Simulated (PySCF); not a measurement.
# Working out the ionisation energy of Ag

Ag [Kr] 4d10 5s1 (2S) → Ag⁺ [Kr] 4d10 (1S). All numbers are calculated (PySCF 2.14, a scalar-relativistic core potential, in aug-cc-pwCVQZ-PP with ECP28MDF (9s9p8d5f4g3h, 180 functions)). Frozen: nothing. Energies in hartree (1 hartree = 27.21139 eV):

```
             part   Ag (lower)  Ag⁺ (upper)
              UHF  -146.055765  -145.821847
MP2 opposite-spin    -0.589279    -0.561477
    MP2 same-spin    -0.260301    -0.240299
```

What does Hartree-Fock give?

(-145.821847) − (-146.055765) = 0.233918 hartree = 6.365 eV.

What do MP2 and SCS-MP2 (6/5 opposite-spin, 1/3 same-spin) give?

The opposite-spin parts differ by 0.757 eV and the same-spin parts by 0.544 eV. MP2: 6.365 + (0.757) + (0.544) = 7.666 eV. SCS-MP2: 6.365 + 1.2 × (0.757) + (0.544)/3 = 7.455 eV.

Measured between the centres of the two terms (NIST): 7.576 eV, so MP2 (valence and next inner shell) is off by 0.090 eV.

What remains against the reference includes basis incompleteness and correlation beyond second order.
